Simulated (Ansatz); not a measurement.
One geometry of C3H10Si2, SMILES `C[Si]1([SiH3])CC1`, several functionals.

```yaml
crystal:
  periodic: [false, false, false]
  atoms:
    - {symbol: C, position_ang: [-2.024099, 0.028917, 0.328195]}
    - {symbol: Si, position_ang: [-0.177231, -0.022928, 0.046293]}
    - {symbol: Si, position_ang: [1.061828, -1.713915, 1.037202]}
    - {symbol: C, position_ang: [0.710891, 1.573037, -0.290770]}
    - {symbol: C, position_ang: [0.496153, 0.689458, -1.531272]}
    - {symbol: H, position_ang: [-2.258923, 0.131451, 1.389944]}
    - {symbol: H, position_ang: [-2.452867, 0.883033, -0.201050]}
    - {symbol: H, position_ang: [-2.505964, -0.879179, -0.040756]}
    - {symbol: H, position_ang: [0.956285, -1.680900, 2.522368]}
    - {symbol: H, position_ang: [0.622764, -3.062314, 0.582230]}
    - {symbol: H, position_ang: [2.489118, -1.526854, 0.658699]}
    - {symbol: H, position_ang: [1.736385, 1.703718, 0.038470]}
    - {symbol: H, position_ang: [0.142804, 2.498043, -0.257063]}
    - {symbol: H, position_ang: [1.386648, 0.264343, -1.982236]}
    - {symbol: H, position_ang: [-0.205793, 1.063391, -2.270854]}
basis:
  gaussian: {orbitals: def2-TZVPP}
hamiltonian: {xc: r2scan, dispersion: d4}
output: {forces: true, orbitals: {seedname: orbitals}}
```

```sh
$ ansatz run in.yaml --threads 4 --pin off --events-out ev --progress --plain --max-ram 10444MiB
```

It prints (some lines left out):

```
Functional definition: r2SCAN
1706 factors; their error is unknown
mean field evaluation 1: about -19009.6234 eV, gradient 8.6e1 eV
mean field evaluation 2: about -18964.8305 eV, gradient 1.4e2 eV
mean field evaluation 4: about -19026.5654 eV, gradient 1.4e1 eV
mean field evaluation 8: about -19027.0711 eV, gradient 2.0e-1 eV
mean field evaluation 16: about -19027.0153 eV, gradient 9.9e-3 eV
mean field -19027.01533456 eV, -699.2299165709 hartree, gradient 7.7e-5 eV, S^2 0.000000; 0 other end points of the search recorded, 0 dependent functions left out
reference -19027.01535025 eV, -699.2299171473 hartree; 28, 28 occupied and 289, 289 virtual orbitals, 1706 factors
Total energy: -19027.10371569 eV, -699.2331645173 hartree
Atom 0 at    -2.024099     0.028917     0.328195 Å, force    -0.013640     0.001136     0.002971 eV/Å
Atom 1 at    -0.177231    -0.022928     0.046293 Å, force    -0.006373    -0.090143     0.063542 eV/Å
Atom 2 at     1.061828    -1.713915     1.037202 Å, force    -0.003542    -0.000656     0.000381 eV/Å
Atom 3 at     0.710891     1.573037    -0.290770 Å, force     0.056213     0.141116     0.089574 eV/Å
Atom 4 at     0.496153     0.689458    -1.531272 Å, force     0.013967    -0.047194    -0.168803 eV/Å
Atom 5 at    -2.258923     0.131451     1.389944 Å, force    -0.015639    -0.001797    -0.023014 eV/Å
Atom 6 at    -2.452867     0.883033    -0.201050 Å, force    -0.006465    -0.013439     0.010216 eV/Å
Atom 7 at    -2.505964    -0.879179    -0.040756 Å, force    -0.008528     0.022731     0.012563 eV/Å
Atom 8 at     0.956285    -1.680900     2.522368 Å, force     0.008546    -0.012496    -0.020006 eV/Å
Atom 9 at     0.622764    -3.062314     0.582230 Å, force     0.014924     0.012848     0.015916 eV/Å
Atom 10 at     2.489118    -1.526854     0.658699 Å, force    -0.021074    -0.008614     0.009612 eV/Å
Atom 11 at     1.736385     1.703718     0.038470 Å, force    -0.015647     0.001093    -0.010123 eV/Å
Atom 12 at     0.142804     2.498043    -0.257063 Å, force     0.003809    -0.012489     0.000107 eV/Å
Atom 13 at     1.386648     0.264343    -1.982236 Å, force    -0.012547     0.011675     0.004799 eV/Å
Atom 14 at    -0.205793     1.063391    -2.270854 Å, force     0.005995    -0.003773     0.012267 eV/Å
Dipole moment:    -0.193830     0.068986    -0.015629 e Å
```

Run time 4.6 s (4 threads of an AMD EPYC 7R13 on a shared host); peak host memory 0.54 GiB.

With the line `hamiltonian: {xc: {name: LC-wPBE}}` and no forces (abridged; 2.9 s):

```
Functional definition: LC-wPBE
mean field evaluation 16: about -19023.5996 eV, gradient 7.0e-5 eV
mean field -19023.59960467 eV, -699.1043908128 hartree, gradient 2.4e-5 eV, S^2 0.000000
Total energy: -19023.59960468 eV, -699.1043908132 hartree
```

The same input with `hamiltonian: {xc: {name: B97M-V}}` and no forces (abridged; 8 s):

```
Functional definition: B97M-V
mean field evaluation 16: about -19026.7178 eV, gradient 2.3e-3 eV
mean field -19026.71782812 eV, -699.2189834109 hartree, gradient 3.0e-5 eV, S^2 0.000000
Total energy: -19026.71790667 eV, -699.2189862974 hartree
```

The same input with `hamiltonian: {xc: pbe0, dispersion: d4}` and no forces (abridged; 3.5 s):

```
Functional definition: PBE0
mean field evaluation 16: about -19019.8189 eV, gradient 2.0e-4 eV
mean field -19019.81893196 eV, -698.9654536532 hartree, gradient 4.3e-5 eV, S^2 0.000000
Total energy: -19020.11203430 eV, -698.9762249655 hartree
```

Changing it to `hamiltonian: {xc: lda}` and no forces (abridged; 1.6 s):

```
Functional definition: SPW92
mean field evaluation 16: about -18935.8916 eV, gradient 7.3e-4 eV
mean field -18935.89156968 eV, -695.8811799774 hartree, gradient 5.2e-5 eV, S^2 0.000000
Total energy: -18935.89161881 eV, -695.8811817829 hartree
```

With the line `hamiltonian: {xc: {name: wB97X-V}}` and no forces (abridged; 7.5 s):

```
Functional definition: wB97X-V
mean field evaluation 16: about -19027.1513 eV, gradient 8.3e-5 eV
mean field -19027.15126195 eV, -699.2349118105 hartree, gradient 2.4e-5 eV, S^2 0.000000
Total energy: -19027.15125933 eV, -699.2349117139 hartree
```
